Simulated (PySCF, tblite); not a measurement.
A set of runs on `ClC1[C@@H]2C(C[SiH3])=C[C@]2(C=C)C=1`; the geometry of each is named by its level. Settings lines and outputs come from a driver script.

Species: C₉H₁₁ClSi.
SMILES with atom numbers: `[CH2:1]=[CH:2][C@@:3]12[CH:4]=[C:5]([Cl:6])[C@@H:7]1[C:8]([CH2:9][SiH3:10])=[CH:11]2` (hydrogens: H12, H13 on C1; H14 on C2; H15 on C4; H16 on C7; H17, H18 on C9; H19, H20, H21 on Si10; H22 on C11)

Step 1: GFN2-xTB geometry optimisation, gas phase (tblite 0.8.0) (from a force-field or distance-geometry start)
```json
{"job": {"kind": "relax", "xc": "GFN2-xTB", "basis": "xTB"}, "charge": 0, "multiplicity": 1}
```
```
step      E/eV     max force
  0    -843.50639    4.853
  1    -844.01493    4.041
  2    -844.24802    0.889
...
151    -844.51437    0.021
152    -844.51445    0.022
153    -844.51452    0.028
154    -844.51458    0.019
155    -844.51461    0.010
```

Energy lowered by 23.3 kcal/mol over 155 steps; largest atomic force 0.010 eV/Å at the end. «max force» is the largest atomic force in eV/Å.

Step 2: GFN2-xTB harmonic vibrations, gas phase (tblite 0.8.0) (on the GFN2-xTB geometry)
```json
{"job": {"kind": "ir", "xc": "GFN2-xTB", "basis": "xTB"}, "charge": 0, "multiplicity": 1}
```
```
(table of modes left out)
```

60 modes from 30 to 3153 cm⁻¹ (unscaled, harmonic); zero-point energy 100.6 kcal/mol; all wavenumbers are real at this level.

Step 3: PBE0-D3(BJ)/def2-SVP geometry optimisation, gas phase (PySCF 2.14.0) (from the GFN2-xTB geometry)
```json
{"job": {"xc": "PBE0", "basis": "def2-SVP", "d3": "d3bj", "grid": 1, "shake": 0.01, "kind": "geom"}, "charge": 0, "multiplicity": 1}
```
```
step   0  E = -1097.97208903  max force = 0.056219
step   1  E = -1097.97997621  max force = 0.015288
step   2  E = -1097.98242450  max force = 0.006013
step   3  E = -1097.98264228  max force = 0.007550
...
step   8  E = -1097.98325507  max force = 0.000671
step   9  E = -1097.98326886  max force = 0.000835
step  10  E = -1097.98327712  max force = 0.000466
step  11  E = -1097.98328158  max force = 0.000216
optimisation converged
```

Final energy -1097.98328 Eh after 11 steps; dipole 1.55 D. Energies in Eh; «max force» is the largest Cartesian gradient component in Eh/bohr.

Step 4: TDDFT CAM-B3LYP/def2-SVPD, vertical, gas phase, core orbitals frozen in the response (PySCF 2.14.0, density-fitted response routines) (on the PBE0-D3(BJ)/def2-SVP geometry)
```json
{"job": {"kind": "uv", "xc": "CAM-B3LYP", "basis": "def2-SVPD", "ip": false}, "charge": 0, "multiplicity": 1}
```
```
...
Static polarisability (au): isotropic 141.980, principal 108.653 136.001 181.287
Singlet excitations
state   eV       nm        f      main configurations
  1   5.2648    235.5   0.01628   H->L 0.96
  2   5.6138    220.9   0.02112   H-1->L 0.92
  3   6.3963    193.8   0.04897   H->L+1 0.54, H-2->L 0.24, H->L+2 0.11
  4   6.5583    189.0   0.06537   H-1->L+1 0.47, H->L+1 0.14, H-1->L+2 0.13
  5   6.5936    188.0   0.16505   H-2->L 0.43, H->L+1 0.23
  6   6.6203    187.3   0.03136   H->L+2 0.64, H-2->L 0.12
  7   6.8282    181.6   0.03825   H->L+3 0.26, H->L+4 0.15, H->L+5 0.12
  8   6.9820    177.6   0.00640   H->L+4 0.15, H->L+3 0.13, H->L+6 0.12
  9   7.0515    175.8   0.21845   H-1->L+5 0.30, H->L+4 0.13, H-1->L+1 0.10
 10   7.0783    175.2   0.21458   H-1->L+4 0.40, H-1->L+3 0.16, H-1->L+2 0.12
Triplet excitations (Tamm-Dancoff, eV): 3.7295 4.0140 4.2502 5.6244
```

HOMO -8.08 eV, LUMO 0.36 eV; lowest singlet 5.26 eV; lowest triplet 3.73 eV (Tamm–Dancoff); mean polarisability 142.0 au.

Which step took the most CPU time, and about what did each take on Intel Xeon Platinum 8559C, 2 threads, on a shared host?

Step 3, about 67 % of the total. CPU time by step: 1: 3.7 s, 2: 2.8 s, 3: 8.1 min, 4: 3.8 min.

Geometry of the electronic-property runs (PBE0-D3(BJ)/def2-SVP):
```
atom  x, y, z in Å
C1    -3.6126    0.3912    0.9646
C2    -2.3568    0.8385    0.8996
C3    -1.1629    0.0091    0.6035
C4    -1.3270   -1.4337    0.1390
C5    -0.6413   -1.2079   -0.9889
Cl6   -0.1279   -2.2135   -2.2765
C7    -0.3437    0.2487   -0.7258
C8     0.8435    0.5626    0.1781
C9     2.2459    0.8946   -0.1586
Si10   3.1776   -0.5110   -1.0389
C11    0.1527    0.3413    1.3098
H12   -3.8540   -0.6634    0.8012
H13   -4.4449    1.0655    1.1810
H14   -2.1512    1.9017    1.0739
H15   -1.7625   -2.3217    0.5982
H16   -0.6778    0.9918   -1.4648
H17    2.2856    1.7681   -0.8335
H18    2.8059    1.1634    0.7517
H19    3.0463   -1.7821   -0.2674
H20    2.6412   -0.7051   -2.4172
H21    4.6233   -0.1375   -1.1307
H22    0.4202    0.3392    2.3695
```

 (This holds for the electronic-property runs.)

One conformer stands for the species.
